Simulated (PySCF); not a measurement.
**Two-component Hartree-Fock for V³⁺ (vanadium, charge +3)**

Start: [Ar] 3d1 4s1; 3d5/2 filled at m_j = +5/2; 4s1/2 filled at m_j = +1/2. Calculated with PySCF 2.14 in x2c-SVPall-2c with one added diffuse shell each of s, d type (6s5p4d1f, 48 functions): generalised Hartree-Fock with the X2C-1e Hamiltonian and a Gaussian nucleus; one run each with spin-orbit coupling (SO) switched off, then screened by Boettger's factors. This is a chosen level, not necessarily the ground level.

```tsv
spinor shell	electrons	ε, spin-free (eV)	ε, screened SO (eV)	weight of nominal j (screened SO)	rms radius, screened SO (bohr)
1s1/2	2	-5569.5	-5569.5	1.000	0.0768
2s1/2	2	-708.92	-708.92	1.000	0.332
2p1/2	2	-597.70	-602.45	0.997	0.300
2p3/2	4	-597.70	-595.36	0.999	0.303
3s1/2	2	-132.93	-132.93	1.000	1.01
3p3/2	4	-99.077	-98.816	0.877	1.08
3p1/2	2	-99.077	-99.609	0.754	1.08
3d5/2	1	-56.942	-56.911	1.000	1.20
4s1/2	1	-32.565	-32.565	1.000	3.22
```

| quantity | spin-free | screened SO |
| --- | --- | --- |
| E (hartree) | -945.71148 | -945.71611 |
| M_J | 3 | 3 |
| ⟨J²⟩ | 12.005 | 12.005 |
| ⟨L²⟩ | 6.004 | 6.005 |
| ⟨S²⟩ | 2.001 | 2.001 |

Each row is a mean over spinors that exchange with the open shell spreads, by up to 6.155 eV (3p3/2).

Rows whose weight is well below 1 are mixtures of j = l ± 1/2: exchange outweighs spin-orbit coupling there, and the label is only the starting occupation.

Without spin-orbit coupling the j labels of p, d and f shells carry no meaning; the spin-free column gives the mean over the occupied spinors of each nl shell.
